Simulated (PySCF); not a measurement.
**Energy of W²⁺ (tungsten, charge +2) between two integer charges**

The 5d alpha orbital of [Xe] 4f14 5d4 is emptied in steps (occupation f), with all orbitals relaxed, ending at [Xe] 4f14 5d3. All numbers are calculated (PySCF 2.14, a scalar-relativistic core potential, in def2-TZVPPD with the def2 core potential (60 electrons) (6s5p3d2f1g, 59 functions)). The exact energy is a straight line in f; departures are measured from the line between the end points of the same method.

Question: Among UHF, LDA, PBE, which shows the largest delocalisation error (convex curve), and which is closest to linear?

Answer: Most convex: LDA (-1.324 eV at f = 0.4); closest to linear: UHF (0.185 eV).

```csv
f,UHF (eV),LDA (eV),PBE (eV)
1,0.000,0.000,0.000
0.8,0.129,-0.870,-0.856
0.6,0.189,-1.316,-1.291
0.4,0.185,-1.324,-1.296
0.2,0.121,-0.887,-0.867
0,0.000,0.000,0.000
```

| method | E(f=0) − E(f=1) (eV) | −ε at f=1 (eV) | −ε at f=0.4 (eV) |
| --- | --- | --- | --- |
| UHF | 24.681 | 25.507 | 24.507 |
| LDA | 26.221 | 20.848 | 27.287 |
| PBE | 25.977 | 20.667 | 27.036 |

Reference removal energy between the ground levels: 26 ± 0.4 eV (semi-empirical (NIST evaluation); NIST Atomic Spectra Database, ionization energies). The calculation has no spin-orbit coupling. The determinant left behind need not be the lowest term of the ion. UHF lacks correlation.
